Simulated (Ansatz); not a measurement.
Cartesian coordinates in Å:
```
O -1.288 0.356 1.166
Si 0.159 0.172 0.454
Cl 1.511 0.949 1.728
C 0.478 -0.148 -1.236
N 0.555 -1.226 -0.511
H -2.043 -0.029 0.714
H 0.627 -0.074 -2.316
```

The species carries charge 0 and has multiplicity 1.

Task: List the r2SCAN/def2-TZVPP orbital energies in eV (Ansatz 0.2.0). (Estimate.)

Result: Computed: Occupied: -2753.83, -1792.88, -516.76, -385.68, -274.72, -255.23, -193.77, -193.63, -193.62, -143.16, -98.05, -98.02, -98.00, -27.41, -24.70, -21.99, -15.07, -14.82, -12.55, -11.24, -10.64, -9.80, -9.46, -9.20, -8.84, -8.57, -5.69. Lowest empty: -2.08, -0.71, 0.49, 1.05, 2.39, 2.82, 3.27, 3.37.
